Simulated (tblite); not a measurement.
A tight-binding relaxation on `C[Si@H]([GeH3])C[SiH2]Br`.

Computed with GFN2-xTB geometry optimisation, gas phase (tblite 0.8.0). Start geometry: from a force field or distance geometry. The input is one job of a driver script: a line of settings, then coordinates in Å.

Command:
```bash
OMP_NUM_THREADS=1 python probes_run.py task.json out
```

Input:
```
{"job": {"kind": "relax", "xc": "GFN2-xTB", "basis": "xTB"}, "charge": 0, "multiplicity": 1}
C     -0.154000     1.716700     0.684700
Si    -0.532600     0.395100    -0.544700
Ge    -2.530100    -0.631900     0.023200
C      0.729700    -0.929400    -0.684700
Si     2.319500    -0.633500     0.217800
Br     3.660300     0.803900    -0.899500
H     -1.106500     2.247000     0.978000
H      0.332600     1.387800     1.614900
H      0.469200     2.513100     0.212900
H     -0.688100     1.023600    -1.851200
H     -3.535200    -0.530200    -1.177200
H     -3.128200    -0.027100     1.322000
H     -2.284400    -2.146100     0.272400
H      0.309100    -1.878200    -0.285500
H      0.940300    -1.104200    -1.749200
H      3.035000    -1.928000     0.229500
H      2.156400    -0.266400     1.626700
```

Output:
```
step      E/eV     max force
  0    -527.28780    2.253
  1    -527.45403    0.791
  2    -527.52169    0.595
  3    -527.57206    0.585
  4    -527.61336    0.528
  5    -527.64532    0.476
  6    -527.67570    0.387
  7    -527.69386    0.361
  8    -527.70609    0.249
  9    -527.71386    0.244
... (106 lines left out)
116    -527.80326    0.032
117    -527.80350    0.032
118    -527.80376    0.045
119    -527.80392    0.033
120    -527.80398    0.018
121    -527.80401    0.011
122    -527.80403    0.014
123    -527.80405    0.014
124    -527.80407    0.010
125    -527.80408    0.006
```

«max force» is the largest atomic force in eV/Å.

Problem. From which step on does the largest force stay under 0.1 eV/Å, and how much energy is left to gain from there?

Solution. From step 105 (0.091 eV/Å), 5.4 meV above the end.

Main results: energy lowered by 11.9 kcal/mol over 125 steps; largest atomic force 0.006 eV/Å at the end.

Hardware: one thread, Arm Neoverse V2 (aarch64), shared host with 96 logical CPUs at a one-minute load of 209. Cost: 1.0 s wall.
Labels such as C1 count atoms from 1, the log's own numbers from 0.
